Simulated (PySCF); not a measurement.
# Correlation energy of Lu⁶⁰⁺ (lutetium, charge +60)

[Ne] 3s1, 2S determinant. Calculation: PySCF 2.14, in an uncontracted even-tempered set (17 s from 16 bohr⁻², ratio 2.5; 12 p from 21 bohr⁻², ratio 2.5; 4 d from 77 bohr⁻², ratio 2.7; 4 f from 110 bohr⁻², ratio 2.7); scalar relativity by spin-free X2C-1e. Frozen: 1s2; 9 electrons correlated; the 20 highest virtual orbitals of each spin left out.

```csv
level,correlation energy (mhartree)
CCSD,-353.43
(T),-0.06
CCSD(T),-353.49
```

Diagnostics: T1 = 4.0e-05, D1 = 0.0002, largest double amplitude 0.002.

Task: Is a single reference adequate?

Result: Yes, within this model without spin-orbit coupling: T1 lies below 0.03 and no double amplitude reaches 0.07.

At this charge the one-electron X2C treatment keeps the bare 1/r₁₂, with no two-electron picture change or Breit term. The effect here is smaller than on the frozen 1s shell; and a scalar Hamiltonian misses the large spin-orbit splitting of the p shells, which matters for ns² → np² pairs.
